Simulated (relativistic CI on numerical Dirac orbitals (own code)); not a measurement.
Method of calculation: Dirac-Coulomb-Breit CI, orbitals from a KLI potential per configuration, model QED (radiative potential, 1s self-energy scaled to tabulated hydrogen-like ionisation energies), unscaled Slater integrals (own radial code, finite nucleus).

The strongest absorption lines from the ground level of an ion, among the configurations computed and to levels below about 13200 eV (vacuum wavelength in Å, gf): 0.9429 (0.1), 0.9533 (0.063), 1.1234 (0.00019), 1.2291 (0.37), 1.2571 (0.002), 1.2729 (0.26), 8.9013 (0.24), 65.698 (0.0089).

Which ion is it?
A. Gd⁶⁰⁺
B. Yb⁶⁶⁺
C. Pb⁷⁸⁺
D. Os⁷²⁺

B. Yb⁶⁶⁺ has 4 electrons and the ground level 2s² ¹S0; the strongest line goes to 2s3p ¹P°1. The pattern of lines fixes the number of electrons, and along that sequence the line energies rise steadily with the charge (about as its square where n changes within one kind of shell, about linearly where n is kept but much faster in heavy ions where fine structure, which grows about as Z⁴, sets the gap, and irregularly where shells cross), which fixes Z. Configurations outside the model, such as inner-shell arrays, can give stronger lines. At this charge energies of transitions that change n are usually good to better than 1 %, and those within a shell (Δn = 0) to a few per cent.

LS names give the leading component of a level, which can be under half, so a name can repeat, a term be missing and a line seem to break the LS rules.
